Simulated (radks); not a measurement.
Task: All-electron atom: Sm in [Xe] 4f6 6s2. Calculated with a radial shooting solver on a logarithmic mesh with Libxc functionals: scalar-relativistic Kohn-Sham, exchange-only LDA, spin-polarised, spherical densities, point nucleus; open shells are filled with parallel spins first (spin-orbit coupling, left out, can overturn this in heavy ions). Some entries of the table are withheld. Estimate them.

| orbital | occ. | eigenvalue (eV) | <1/r> (bohr^-1) |
|---|---|---|---|
| 1s down | 1 | -46631.28 | 68.77 |
| 1s up | 1 | -46631.28 | 68.77 |
| 2s up | 1 | -7618.600 | 15.92 |
| 2s down | 1 | -7618.538 | 15.92 |
| 2p up | 3 | -6798.710 | 14.94 |
| 2p down | 3 | -6798.667 | 14.94 |
| 3s up | 1 | -1667.516 | 5.819 |
| 3s down | 1 | -1665.494 | 5.824 |
| 3p up | 3 | -1411.216 | 5.487 |
| 3p down | 3 | -1409.209 | 5.492 |
| 3d up | 5 | -1063.226 | 5.210 |
| 3d down | 5 | -1061.657 | 5.215 |
| 4s up | 1 | -331.1348 | 2.448 |
| 4s down | 1 | -326.1621 | 2.448 |
| 4p up | 3 | -246.8933 | 2.252 |
| 4p down | 3 | -241.9163 | 2.252 |
| 4d up | 5 | -128.7004 | (1) |
| 4d down | 5 | -123.7483 | (2) |
| 5s up | 1 | -43.2210 | 0.9458 |
| 5s down | 1 | -40.1524 | 0.9282 |
| 5p up | 3 | -22.9728 | 0.7924 |
| 5p down | 3 | -20.6069 | 0.7698 |
| 6s up | 1 | -3.0436 | 0.2924 |
| 6s down | 1 | -2.7411 | 0.2777 |
| 4f up | 6 | -2.6903 | 1.366 |

Result: 
(1) 4d up <1/r> (bohr^-1): 1.974
(2) 4d down <1/r> (bohr^-1): 1.973
